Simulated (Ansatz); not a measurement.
Ag, charge +1, singlet (core potentials on Ag). Base run: HF/def2-SV(P) run with Ansatz (a quantum-chemistry and plane-wave program).

Here is a job for Ansatz.
Ansatz 0.2 input:
```yaml
crystal:
  periodic: [false, false, false]
  atoms:
    - {symbol: Ag, position_ang: [0.00000000, 0.00000000, 0.00000000]}
basis:
  gaussian:
    orbitals: def2-SV_P_.json
hamiltonian:
  xc: hf
total_charge: 1
```
The basis file holds def2-SV(P) in the JSON format of the Basis Set Exchange.

Each row names what was changed in the base input (with any setting that the change needs).

```
change                                                                         basis functions       E (Eh)
-----------------------------------------------------------------------------  ---------------  -----------
base                                                                                        24   -145.85043
basis = x2c-SVPall; relativity = spin-free X2C                                              53  -5312.15811
basis = Sapporo-DKH3-DZP-2012; relativity = spin-free X2C                                   49  -5312.35765
basis = x2c-SVPall; relativity = none                                                       53  -5106.32432
basis = x2c-SVPall; relativity = spin-free X2C; nucleus = Gaussian                          53  -5312.07341
basis = Sapporo-DKH3-DZP-2012; relativity = none                                            49  -5082.94108
basis = Sapporo-DKH3-DZP-2012; relativity = spin-free X2C; nucleus = Gaussian               49  -5312.25683
basis = jorge-DZP-DKH; relativity = none                                                    48  -5159.46824
basis = jorge-DZP-DKH; relativity = spin-free X2C; nucleus = Gaussian                       48  -5309.71917
basis = jorge-DZP-DKH; relativity = spin-free X2C                                           48  -5309.81569
```

Absolute energies of different levels of theory aren't comparable as measures of quality.

Ansatz warned in this series: the basis is contracted for relativity, which the run leaves out.

Basis sets contracted for a relativistic Hamiltonian are a mismatch without it, so the rows without relativity aren't non-relativistic limits. No row has spin-orbit coupling; sets with core potentials leave out the core electrons.
